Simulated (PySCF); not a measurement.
Atoms are numbered as in `[CH3:1][c:2]1[n:3][c:4]([C:5](=[O:6])[O-:7])[c:8]([F:9])[s:10]1`. Each H is labelled by its parent atom.

Geometry: GFN2-xTB; GIAO shifts from PySCF 2.14, gas phase, non-relativistic, averaged over equivalent atoms.

At PBE0/pcSseg-1 (192 basis functions, 49 s wall time on 1 thread of an Arm Neoverse N1, shared host):
```tsv
atoms	δ (ppm)
C8	173.1
C5	157.2
C4	150.9
C2	143.9
C1	23.1
N3	383.1
O6/O7	329.7
F9	-144.3
H(C1)	2.33
```

Chemical shifts δ = σref − σ; ¹³C (σ = 186.93 ppm) and ¹H (σ = 31.72 ppm) against TMS; NH3 for ¹⁵N (σ = 267.73 ppm); ¹⁷O (σ = 336.08 ppm) vs H2O; ¹⁹F (σ = 170.95 ppm) vs CFCl3, all at this level.

Question: What do these become at HF/def2-SVPD?

Answer: 
```
atoms  δ at HF/def2-SVPD  change
   C8              160.3   -12.8
   C5              154.7    -2.5
   C4              140.9   -10.0
   C2              151.0    +7.1
   C1               18.8    -4.3
   N3              356.7   -26.4
O6/O7              259.6   -70.1
   F9             -118.4   +25.9
H(C1)               2.53   +0.20
```

Shifts are taken against calculated references (same method and geometry level): TMS for ¹³C (σref 199.25), ¹H (σref 32.37); NH3 for ¹⁵N (σref 268.12); ¹⁷O (σref 336.78) vs H2O; CFCl3 for ¹⁹F (σref 264.95).

The largest change is at O6/O7 (carboxylate oxygen). Cost: 240 basis functions, 21 s wall time on 1 thread of an Arm Neoverse V2, shared host. The order of the carbon signals changes between the two levels.

Unscaled 19F shifts against computed CFCl3 carry errors that often reach 10 to 50 ppm. Unscaled 17O shifts of doubly bonded oxygen tend to come out too high, by tens of ppm or more. Experimental scales use liquid or dissolved standards, which lie at an offset from isolated NH3 (liquid NH3: subtract about 20 ppm) and H2O (liquid H2O: subtract about 36 ppm). Unscaled 15N shifts of sp2 nitrogen come out 20 to 40 ppm too high even then.
